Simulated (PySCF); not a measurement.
Isomers of C5H11NOSi, one GFN2-xTB conformer each. Single-point energies are computed at PBE0/pcSseg-1 (PySCF, gas phase, no added dispersion term), electronic only.

Question: Rank them by PBE0/pcSseg-1 energy, lowest first (kcal/mol).
A. `[N:1]#[C:2][CH2:3][CH2:4][CH2:5][CH2:6][SiH2:7][OH:8]` with C2–C3–C4–C5 179°, C3–C4–C5–C6 -178°, C4–C5–C6–Si7 180°, C5–C6–Si7–O8 59°, C6–Si7–O8–H 59°
B. `[CH3:1][NH:2][C:3](=[O:4])[C@H:5]1[CH2:6][CH2:7][SiH2:8]1` with C1–N2–C3–O4 -1°, N2–C3–C5–C6 158°, C3–C5–C6–C7 127°, C5–C6–C7–Si8 -11°, C6–C7–Si8–C5 9°, C3–C5–Si8–C7 -126°
C. `[CH3:1][C:2]([CH3:3])([CH2:4][C:5]#[N:6])[O:7][SiH3:8]` with C1–C2–C4–C5 60°, C1–C2–O7–Si8 -174°
D. `[CH2:1]=[C:2]([CH2:3][NH:4][CH:5]=[O:6])[SiH2:7][CH3:8]` with C1–C2–C3–N4 -101°, C2–C3–N4–C5 -123°, C3–N4–C5–O6 0°, C1–C2–Si7–C8 130°
E. `[CH2:1]=[CH:2][CH2:3][NH:4][SiH2:5][C:6]([CH3:7])=[O:8]` with C1–C2–C3–N4 2°, C2–C3–N4–Si5 -90°, C3–N4–Si5–C6 170°, N4–Si5–C6–C7 167°
F. `[CH2:1]=[C:2]([SiH2:3][NH2:4])[C:5](=[O:6])[CH2:7][CH3:8]` with C1–C2–Si3–N4 108°, C2–Si3–N4–H 55° and -172°, C1–C2–C5–O6 -170°, C2–C5–C7–C8 177°
G. `[CH3:1][NH:2][C:3](=[O:4])[CH2:5]/[CH:6]=[CH:7]\[SiH3:8]` with C1–N2–C3–O4 2°, N2–C3–C5–C6 66°, C3–C5–C6–C7 -108°

Answer: A (0.0), F (12.5), C (12.7), B (14.7), D (19.1), G (24.2), E (31.4).

As drawn, the lowest has a C≡N group, an O–H bond and an Si–O bond, which the highest lacks; the highest has a C=O bond, an N–H bond and a C=C bond outside aromatic rings, which the lowest lacks. Neighbours under 2.5 kcal/mol apart (C=C([SiH2]N)C(=O)CC and CC(C)(CC#N)O[SiH3]; CC(C)(CC#N)O[SiH3] and CNC(=O)[C@H]1CC[SiH2]1) can change places with a better method, another conformer or zero-point energy. GFN2-xTB itself gives, in the same order: 12.5, 37.2, 0.0, 28.3, 45.6, 34.9, 44.2. GFN2-xTB puts CC(C)(CC#N)O[SiH3] lowest instead; measured from each level's own lowest isomer, the values differ by up to 26.5 kcal/mol (C=C(CNC=O)[SiH2]C: 45.6 against 19.1).

Q: Which frontier levels, dipoles and rotational constants go with these structures?

A: 
```json
{"SMILES": "N#CCCCC[SiH2]O", "HOMO (eV, PBE0/pcSseg-1)": "-8.32", "LUMO (eV)": "0.50", "dipole (D)": "3.48", "A, B, C (MHz)": "6791, 472.3, 457.8"}
{"SMILES": "C=C([SiH2]N)C(=O)CC", "HOMO (eV, PBE0/pcSseg-1)": "-7.16", "LUMO (eV)": "-1.77", "dipole (D)": "1.93", "A, B, C (MHz)": "3030, 1038, 844.2"}
{"SMILES": "CC(C)(CC#N)O[SiH3]", "HOMO (eV, PBE0/pcSseg-1)": "-8.45", "LUMO (eV)": "0.09", "dipole (D)": "3.05", "A, B, C (MHz)": "3226, 970.6, 902.3"}
{"SMILES": "CNC(=O)[C@H]1CC[SiH2]1", "HOMO (eV, PBE0/pcSseg-1)": "-7.13", "LUMO (eV)": "0.05", "dipole (D)": "3.43", "A, B, C (MHz)": "3655, 1006, 906.5"}
{"SMILES": "C=C(CNC=O)[SiH2]C", "HOMO (eV, PBE0/pcSseg-1)": "-7.43", "LUMO (eV)": "-0.48", "dipole (D)": "3.67", "A, B, C (MHz)": "2159, 1273, 904.7"}
{"SMILES": "CNC(=O)C/C=C\\[SiH3]", "HOMO (eV, PBE0/pcSseg-1)": "-7.17", "LUMO (eV)": "-0.81", "dipole (D)": "3.11", "A, B, C (MHz)": "2803, 910.0, 768.1"}
{"SMILES": "C=CCN[SiH2]C(C)=O", "HOMO (eV, PBE0/pcSseg-1)": "-6.84", "LUMO (eV)": "-0.97", "dipole (D)": "1.90", "A, B, C (MHz)": "3614, 814.3, 766.5"}
```
